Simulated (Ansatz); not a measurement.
A calculation with Ansatz (development build ahead of 0.2.0).

```yaml
crystal:
  periodic: [false, false, false]
  atoms:
    - { symbol: Al, position_ang: [0.0, 0.0, 0.0] }
    - { symbol: Be, position_ang: [3.9396, 0.0, 1.4339] }
    - { symbol: Be, position_ang: [-1.9698, 3.4118, 1.4339] }
    - { symbol: Be, position_ang: [-1.9698, -3.4118, 1.4339] }
basis:
  gaussian: { orbitals: pcseg-2 }
magnetization:
  initial_magnetization: 3
hamiltonian:
  xc: pbe
```

The input is written out in the form of the current development build from the run's settings.

Results

```
Converged                       : yes
Total energy                    : -286.06040 hartree
Spin squared of the determinant : 3.750
Stability test                  : minimum among restricted orbitals
```

Caution: stretched shape with no unrestricted run beside it, a lower state can exist; charge can spread falsely over distant fragments; other spin multiplicities may lie lower.
